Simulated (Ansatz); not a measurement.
Total energies of the cluster Hg₂O₂⁻ from Ansatz at PBE-D4/def2-TZVPD, gas phase (1 Eh = 27.2114 eV = 2625.5 kJ/mol). The reference geometry is relaxed at r2SCAN-D4/def2-TZVPD.

```xyz
4

Hg   -0.609   -1.889   -0.948
Hg    0.906   -0.402    1.627
O    -0.252    1.531    0.190
O    -0.044    0.760   -0.868
```

```csv
state,geometry,energy (Eh)
charge -1 doublet,reference,-457.41749
charge 0 triplet,reference,-457.34594
charge -1 quartet,relaxed at r2SCAN-D4/def2-TZVPD,-457.36426
```

In the def2 sets Hg takes a core potential; there is no spin–orbit coupling. The structure holds one bond between oxygen atoms, so isomers without such links may lie far lower.

Problem. Work out the vertical ionisation energy to the triplet.

Solution. E(charge 0 triplet) − E(charge -1 doublet) = -457.34594 − (-457.41749) = 0.07155 Eh = 1.95 eV. For comparison, −ε of the highest occupied level of the spin that leaves is -1.11 eV at this level, 3.06 eV less.

Problem. Which of the charge -1 states is lowest, and how far above it are the others?

Solution. The doublet. quartet: -457.36426 − (-457.41749) = 0.05323 Eh = 139.8 kJ/mol. The quartet has fallen apart, so its energy is that of loose fragments and no spin gap. The quartet differs in its bonds from the reference.

At PBE-D4/def2-TZVPD the highest occupied level of the charge -1 doublet lies above zero (up to 1.11 eV). By energy differences its removal costs 1.95 eV (vertical, to the charge 0 triplet, at PBE-D4/def2-TZVPD); a positive level beside a positive removal energy at the same level points to self-interaction error. At PBE-D4/def2-TZVPD the highest occupied level of the charge -1 quartet lies above zero (up to 1.76 eV). It is a level of α spin, whose loss leaves a triplet; that state wasn't run at this geometry and level. The electron is either unbound and held by the finite basis, or the level is raised by self-interaction error. 

The structure comes from a short search, and lower isomers may exist.
